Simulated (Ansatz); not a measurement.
Isomers of BFH4SeSi, relaxed with PBE0-D4/def2-TZVP in Ansatz; electronic energies, one conformer each and not always the lowest. Functionals use def2-TZVPP; CBS adds triple-zeta CCSD(T) − MP2 to the MP2 limit of def2-TZVPP and def2-QZVPP.

Outer-core shells of Se are correlated without core-valence functions. Scalar relativity is left out up to krypton. Spin–orbit coupling is left out.

Problem. Order them by energy at frozen-core CCSD(T)/CBS, lowest first. (Best estimate.)
A. `B[SiH](F)[SeH]`
B. `FB([SiH3])[SeH]`
C. `B[Se][SiH2]F`

Solution. C (0.0 kcal/mol), B (20.5 kcal/mol), A (22.8 kcal/mol).

Problem. How do B3LYP-D4, PBE0-D4, MP2/CBS(def2), r2SCAN-D4 place them (kcal/mol, against `B[Se][SiH2]F`)? (Best estimate.)

Solution. Ansatz gave: 
```csv
isomer,B3LYP-D4,PBE0-D4,MP2/CBS(def2),r2SCAN-D4
`B[SiH](F)[SeH]`,21.5,17.8,23.2,18.5
`FB([SiH3])[SeH]`,17.6,16.6,23.7,17.4
```

B3LYP here is the variant with VWN-RPA as its local correlation; programs differ in this.
